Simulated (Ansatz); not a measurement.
Reaction (homolysis of the C–O bond): `CC(C)[O][GaH2]` → `C[CH]C`• + `[O][GaH2]`•

Gas-phase electronic energies from Ansatz, PBE0-D4/def2-TZVP geometries. CBS: MP2 limit from def2 TZ/QZ plus the TZ coupled-cluster correction, frozen cores. Functionals use def2-TZVPP. Open shells (•) are unrestricted, without spin–orbit coupling. For Ga outer-core shells are correlated without core-valence functions, which leaves a few kJ/mol of doubt a bond. Scalar relativity is left out up to krypton. Each species was taken in one conformer, which may not be the lowest.

```
             level  ΔE (kcal/mol)
            revPBE           82.2
CCSD(T)/def2-TZVPP           96.2
```

Task: What does CCSD(T)/CBS give? (An estimate is asked.)

Result: Computed: +99.0 kcal/mol. The listed levels differ from it by -16.8, -2.8 kcal/mol.

Largest T1 diagnostic among the species: 0.019.

The D4 term adds +4.9 kcal/mol with B3LYP and +2.6 kcal/mol with PBE0; it sums over pairs of atoms, weighted by their polarisabilities, and B3LYP, whose exchange is more repulsive, gets the larger term. At CCSD(T), def2-SVP lies −3.8 kcal/mol from the extrapolated value and def2-TZVPP −2.8 kcal/mol: correlation converges slowly with the basis, and small sets miss more of it in the bonded molecule than in its fragments. From r2SCAN to r2SCAN0 (25 % exact exchange), in def2-TZVPP and without D4, ΔE moves by −1.3 kcal/mol: exact exchange takes away binding that semilocal exchange gives to molecules.

CCSD(T)/CBS has its own doubt, a few kJ/mol and more with outer-core shells, so smaller differences from it don't rank the levels.

B3LYP here is the variant with VWN-RPA as its local correlation; programs differ in this.
